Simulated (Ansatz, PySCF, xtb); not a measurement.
Reaction (SMILES): Cl[Si](Br)(Br)Br + 3 [SiH4] (SiH4) -> 3 [SiH3]Br [bromosilane] + [SiH3]Cl [chlorosilane]
Each molecule is optimised on its own at B3LYP-D3(BJ)/def2-TZVP (Ansatz, a program for electronic structure). Frequencies are from Ansatz or PySCF.

Quantity: bond separation energy (enthalpy at 298 K, with B3LYP-D3(BJ) rigid-rotor harmonic-oscillator terms), in kcal/mol. Cores are frozen in the correlated levels unless marked. Spin-orbit coupling is left out. The frozen core is the preceding noble-gas configuration, with the filled d and f shells of earlier blocks. No relativistic terms. CBS marks a two-point X^-3 extrapolation of the correlation energy; Hartree-Fock from the larger set.

```
level     program  bond separation energy (kcal/mol)
--------  -------  ---------------------------------
GFN2-xTB      xtb                              -31.6
```

Task: What does CCSD(T)/CBS(def2-TZVPPD,def2-QZVPPD) (Ansatz) give?

Result: 0.0 kcal/mol
